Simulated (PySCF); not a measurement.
Published values to compare with (the computed states carry no symmetry labels, so the two lists aren't matched line by line):

```
 state  E (eV)  f                                        kind of transition  source
A 3Π0+    4.10     Te (adiabatic, minimum to minimum, no zero-point energy)     [1]
 B 3Π1    4.14     Te (adiabatic, minimum to minimum, no zero-point energy)     [1]
  C 1Π    5.87     Te (adiabatic, minimum to minimum, no zero-point energy)     [1]
```

[1] measured, gas; Huber, Herzberg, Constants of Diatomic Molecules, NIST Chemistry WebBook

Gallium monofluoride, GaF (singlet state).
SMILES: `[F][Ga]`

Level of theory: PySCF, TDDFT CAM-B3LYP/aug-cc-pVTZ, vertical, gas phase, core orbitals frozen in the response. Isolated species at its PBE0-D3(BJ)/def2-TZVP geometry, gas phase. Relativistic effects, spin–orbit coupling among them, are left out although an element past zinc is present.

Computed singlets: 5.70 eV (f 0.517 summed over 2 states); 7.20 eV (f 0.340); 7.53 eV (f 0.003); 7.73 eV (f 0.000); 7.81 eV (f 0.000 summed over 2 states); 8.38 eV (f 0.006 summed over 2 states); 8.59 eV (f 0.050). Computed triplets (Tamm–Dancoff): 3.96, 3.96, 6.29 eV.

Adiabatic (Te) and 0-0 energies refer to the relaxed excited state and aren't the vertical quantity computed here.
